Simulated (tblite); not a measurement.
Record of a relaxation.

Species: C5H9BBrF.
SMILES with atom numbers: `[F:1][B:2]1[CH2:3][CH2:4][CH2:5][C@@H:6]([Br:7])[CH2:8]1` (hydrogens: H9, H10 on C3; H11, H12 on C4; H13, H14 on C5; H15 on C6; H16, H17 on C8)

Computed with GFN2-xTB (tblite), gas phase: L-BFGS steps from a force-field or distance-geometry start until the largest atomic force falls under 0.01 eV/Å. 5 of its 111 geometries are shown.

Step 0: E = -690.4239 eV, largest atomic force 2.834 eV/Å
```
atom  x, y, z in Å  |  force x, y, z in eV/Å
F1     -1.636    2.111   -0.980    1.178  -1.520   2.082
B2     -0.915    1.276   -0.065   -0.624   1.038  -2.533
C3     -1.516   -0.119    0.406   -1.418   1.167   0.655
C4     -0.725   -1.290   -0.113   -0.024  -1.782   0.498
C5      0.718   -0.971   -0.360    1.008   0.059  -1.786
C6      1.223    0.149    0.517   -0.313   0.004  -0.021
Br7     3.135    0.220    0.306    0.754  -0.099   0.474
C8      0.679    1.441   -0.057   -0.923   0.349   0.306
H9     -2.546   -0.220    0.022    0.202   0.063   0.378
H10    -1.588   -0.170    1.517    0.035   0.102  -0.618
H11    -1.180   -1.604   -1.070    0.201  -0.263   0.576
H12    -0.732   -2.133    0.645   -0.448   0.670  -0.897
H13     1.384   -1.854   -0.318   -0.475   0.247   0.136
H14     0.775   -0.588   -1.420    0.257  -0.420   0.688
H15     0.886   -0.036    1.549    0.695   0.228  -0.118
H16     0.995    2.333    0.528    0.104  -0.475  -0.613
H17     1.037    1.468   -1.116   -0.206   0.631   0.794
```

Step 28: E = -691.1442 eV, largest atomic force 0.081 eV/Å
```
atom  x, y, z in Å  |  force x, y, z in eV/Å
F1     -1.690    2.235   -0.704    0.063  -0.012   0.031
B2     -0.937    1.266   -0.218   -0.056  -0.031   0.045
C3     -1.557   -0.093    0.295   -0.022  -0.057   0.009
C4     -0.735   -1.337   -0.115   -0.012   0.015   0.019
C5      0.745   -1.027   -0.406   -0.056  -0.026  -0.005
C6      1.243    0.148    0.423   -0.015  -0.063  -0.011
Br7     3.217    0.233    0.324    0.024   0.007   0.002
C8      0.631    1.448   -0.071    0.010  -0.028  -0.012
H9     -2.603   -0.237    0.022    0.014   0.002  -0.056
H10    -1.547   -0.027    1.389   -0.002   0.005  -0.019
H11    -1.179   -1.777   -1.011    0.060   0.045   0.030
H12    -0.799   -2.092    0.672    0.002   0.063   0.000
H13     1.344   -1.917   -0.199   -0.012   0.032  -0.038
H14     0.870   -0.775   -1.463    0.012  -0.026   0.030
H15     1.032   -0.018    1.481    0.016   0.028   0.012
H16     0.881    2.271    0.604   -0.008   0.010  -0.008
H17     1.077    1.712   -1.034   -0.018   0.036  -0.028
```

Step 55: E = -691.2040 eV, largest atomic force 0.437 eV/Å
```
atom  x, y, z in Å  |  force x, y, z in eV/Å
F1     -1.667    2.397    0.019    0.223  -0.287  -0.017
B2     -0.911    1.300    0.020   -0.384   0.202   0.051
C3     -1.629   -0.109    0.077   -0.138  -0.113  -0.053
C4     -0.691   -1.337    0.056    0.120  -0.076  -0.015
C5      0.737   -1.033   -0.426   -0.063  -0.042  -0.128
C6      1.311    0.141    0.356    0.019  -0.240  -0.059
Br7     3.289    0.231    0.122   -0.195  -0.022   0.006
C8      0.661    1.444   -0.054   -0.015  -0.023  -0.018
H9     -2.360   -0.155   -0.746    0.260  -0.050   0.093
H10    -2.257   -0.165    0.978    0.109   0.058  -0.143
H11    -1.080   -2.136   -0.586   -0.099   0.196   0.150
H12    -0.608   -1.747    1.068   -0.080   0.049  -0.059
H13     1.341   -1.938   -0.286   -0.033   0.208   0.004
H14     0.725   -0.806   -1.500    0.054   0.050   0.173
H15     1.155   -0.026    1.423    0.192  -0.032   0.037
H16     1.037    2.267    0.551   -0.003   0.106   0.088
H17     0.940    1.686   -1.082    0.032   0.016  -0.109
```

Step 82: E = -691.2940 eV, largest atomic force 0.030 eV/Å
```
atom  x, y, z in Å  |  force x, y, z in eV/Å
F1     -1.671    2.357    0.385    0.009   0.005  -0.019
B2     -0.940    1.284    0.148   -0.016   0.004   0.009
C3     -1.634   -0.116   -0.086   -0.009   0.016  -0.010
C4     -0.699   -1.302    0.180   -0.007   0.007   0.006
C5      0.700   -1.060   -0.387    0.016  -0.005  -0.004
C6      1.351    0.124    0.309    0.004   0.005  -0.011
Br7     3.253    0.249   -0.250   -0.013  -0.010  -0.002
C8      0.635    1.433    0.016   -0.015   0.000   0.026
H9     -1.948   -0.147   -1.136    0.002   0.003   0.004
H10    -2.551   -0.233    0.495    0.005   0.021  -0.005
H11    -1.113   -2.212   -0.257    0.011  -0.015   0.001
H12    -0.620   -1.460    1.258    0.004  -0.015   0.014
H13     1.309   -1.954   -0.239    0.016  -0.016  -0.013
H14     0.637   -0.864   -1.459    0.003  -0.009  -0.008
H15     1.402   -0.053    1.385    0.003   0.002  -0.010
H16     1.035    2.231    0.645   -0.001   0.021  -0.001
H17     0.846    1.734   -1.018   -0.013  -0.014   0.023
```

Step 110: E = -691.2953 eV, largest atomic force 0.008 eV/Å
```
atom  x, y, z in Å  |  force x, y, z in eV/Å
F1     -1.675    2.369    0.307    0.001  -0.002   0.000
B2     -0.942    1.284    0.135   -0.004   0.000  -0.001
C3     -1.634   -0.118   -0.084    0.004  -0.002  -0.002
C4     -0.698   -1.302    0.186    0.003   0.003   0.004
C5      0.698   -1.060   -0.390    0.001   0.001   0.002
C6      1.354    0.120    0.310    0.000   0.003  -0.001
Br7     3.249    0.251   -0.270   -0.001  -0.005  -0.001
C8      0.635    1.431    0.039   -0.003   0.002  -0.002
H9     -1.953   -0.156   -1.131   -0.006   0.003  -0.004
H10    -2.549   -0.226    0.502   -0.004   0.000   0.000
H11    -1.111   -2.216   -0.245    0.002   0.003  -0.001
H12    -0.614   -1.456    1.265    0.004  -0.005   0.004
H13     1.309   -1.955   -0.254   -0.001  -0.003   0.000
H14     0.628   -0.858   -1.461    0.002   0.001   0.001
H15     1.418   -0.069    1.383   -0.001  -0.002   0.001
H16     1.025    2.221    0.684    0.002   0.000   0.000
H17     0.853    1.752   -0.987    0.000   0.003   0.000
```

**Question.** Summarise the path.

**Answer.** The energy falls by 84.07 kJ/mol from step 0 to step 110; nine tenths of that is first reached at step 57. It rises by more than 0.2 meV at step 56. The largest force goes from 2.834 to 0.008 eV/Å. Among the bonds F1–B2 changes most, from 1.433 to 1.321 Å; the atoms move by 0.715 Å rms after alignment.

**Question.** Follow the three bonds and two angles with the largest change from start to end.

**Answer.** 
```csv
step,E above end (kJ/mol),largest force (eV/Å),F1–B2 (Å),C6–Br7 (Å),C4–H12 (Å),Br7–C6–H15 (°),H16–C8–H17 (°)
0,84.07,2.834,1.433,1.924,1.134,114.4,112.8
5,27.01,0.487,1.322,1.986,1.090,106.7,104.3
10,19.65,0.189,1.317,1.984,1.093,102.9,105.7
14,16.54,0.242,1.321,1.997,1.088,102.1,106.5
19,15.18,0.078,1.319,1.978,1.093,104.2,105.6
24,14.86,0.054,1.318,1.978,1.090,104.3,105.5
29,14.46,0.089,1.321,1.984,1.093,104.2,105.6
33,13.92,0.098,1.320,1.987,1.090,103.9,105.1
38,13.41,0.068,1.320,1.983,1.092,104.4,105.6
43,13.14,0.093,1.320,1.987,1.091,104.3,105.4
48,12.66,0.135,1.323,1.983,1.092,103.8,105.7
53,10.33,0.268,1.319,1.990,1.095,104.9,104.4
57,8.01,0.253,1.315,1.991,1.091,105.0,106.0
62,5.11,0.195,1.325,1.972,1.092,104.0,106.1
67,2.59,0.213,1.320,1.987,1.094,103.6,105.9
72,1.13,0.099,1.321,1.988,1.090,104.1,105.9
77,0.37,0.070,1.319,1.984,1.093,104.0,105.9
81,0.15,0.038,1.321,1.986,1.092,104.1,105.8
86,0.08,0.021,1.320,1.986,1.092,104.0,105.7
91,0.06,0.012,1.321,1.986,1.092,104.0,105.8
96,0.05,0.013,1.321,1.986,1.092,104.0,105.7
100,0.03,0.016,1.321,1.986,1.093,103.9,105.6
105,0.01,0.013,1.321,1.986,1.093,104.0,105.6
110,0.00,0.008,1.321,1.986,1.092,104.0,105.6
```

What follows is the cost of the whole relaxation. Time: 1.4 s wall. Hardware: an Arm Neoverse N1 with one thread, no GPU, on a shared host.
